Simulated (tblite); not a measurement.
Compound: C5H2F4NO (doublet state).
Numbering: `[N:1]#[C:2][C:3]([C@@H:4]1[O:5][C@H:6]1[F:7])[C:8]([F:9])([F:10])[F:11]` (hydrogens: H12 on C4; H13 on C6)
Bond orders are those of one Lewis drawing.

Computed with GFN2-xTB (tblite), gas phase: L-BFGS steps from a force-field or distance-geometry start until the largest atomic force falls under 0.01 eV/Å.

Geometry at step 35:
```
atom  x, y, z in Å
N1     -0.8788    2.6575   -0.8114
C2     -0.7426    1.5701   -0.4439
C3     -0.5965    0.2798    0.0153
C4      0.4125   -0.0479    1.0244
O5      1.2555    0.9965    1.4705
C6      1.8674    0.0619    0.6967
F7      2.7112   -0.7778    1.3109
C8     -1.4156   -0.7940   -0.6493
F9     -2.0843   -1.5761    0.2097
F10    -2.3050   -0.3243   -1.5226
F11    -0.5960   -1.6185   -1.3345
H12     0.1507   -0.7809    1.7910
H13     2.2169    0.3543   -0.2890
```

Task: Give the atomic forces at this geometry.

Result: 
| atom | Fx (eV/Å) | Fy (eV/Å) | Fz (eV/Å) |
| --- | --- | --- | --- |
| N1 | 0.017 | -0.058 | -0.005 |
| C2 | 0.022 | 0.096 | -0.009 |
| C3 | -0.130 | 0.102 | 0.026 |
| C4 | 0.000 | 0.089 | -0.024 |
| O5 | -0.198 | -0.238 | -0.023 |
| C6 | -0.069 | 0.148 | 0.050 |
| F7 | -0.026 | 0.007 | -0.040 |
| C8 | 0.119 | -0.071 | 0.048 |
| F9 | 0.069 | 0.079 | 0.109 |
| F10 | 0.112 | 0.055 | 0.134 |
| F11 | 0.022 | -0.105 | -0.061 |
| H12 | -0.002 | -0.009 | -0.196 |
| H13 | 0.063 | -0.095 | -0.011 |

The largest, 0.31 eV/Å, acts on O5; the rms over all components is 0.091 eV/Å. The forces sum to zero within rounding, as they must for an isolated molecule in no field.

Task: Give the force on O5 in Eh/bohr and in nN.

Result: 0.310 eV/Å ÷ 51.422 = 0.00604 Eh/bohr, and 0.310 eV/Å × 1.602 = 0.50 nN.

Task: How far is this geometry from the end of the optimisation?

Result: 0.080 eV above it, and 0.318 Å rms away after alignment. The bonds farthest from their final lengths, with half the difference of the two atoms' forces along the bond (positive lengthens):

```
  bond  now (Å)  final (Å)  force along bond (eV/Å)
 C3–C4    1.464      1.452                    +0.03
 O5–C6    1.359      1.353                    -0.12
 C3–C8    1.505      1.500                    -0.01
C4–H12    1.092      1.088                    -0.03
C8–F10    1.332      1.329                     0.00
 C4–O5    1.414      1.412                    -0.18
```

The angle farthest from its final value is C4–C3–C8, 121.3° against 117.5°.

What follows is the cost of the whole relaxation. Hardware: Arm Neoverse N1, one thread (shared host). Cost: 0.78 s.
